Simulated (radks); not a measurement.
Question: These are the eigenvalues of the occupied orbitals of an atom or ion with whole-number occupations (hartree). Calculated with a radial shooting solver on a logarithmic mesh with Libxc functionals: Dirac Kohn-Sham, LDA (Slater exchange, Perdew-Wang correlation), spin-unpolarised, spherical densities, finite nucleus; Fermi nuclear charge, rms radius of each element as measured or else 0.836 A^(1/3) + 0.57 fm.

| orbital | eigenvalue |
|---|---|
| 1s1/2 | -2571.166 |
| 2s1/2 | -523.4111 |
| 2p1/2 | -505.5122 |
| 2p3/2 | -458.5091 |
| 3s1/2 | -187.9857 |
| 3p1/2 | -180.4471 |
| 3p3/2 | -169.4079 |
| 3d3/2 | -157.3721 |
| 3d5/2 | -154.8811 |

Which element is it, and in what charge state? The configuration may be excited. Open shells, if any, are shared by 2j + 1.

Answer: Z = 73, tantalum, charge +48: Ta48+ in [Ar] 3d7. The list shows which subshells hold electrons but not how many an open one holds; the 1s level, -2571.2 hartree, gives Z - s = 71.7 by -(Z - s)^2/2, which with screening and relativity narrows Z to a few neighbours, and the depths of the outer levels then fix element, charge and occupations together.
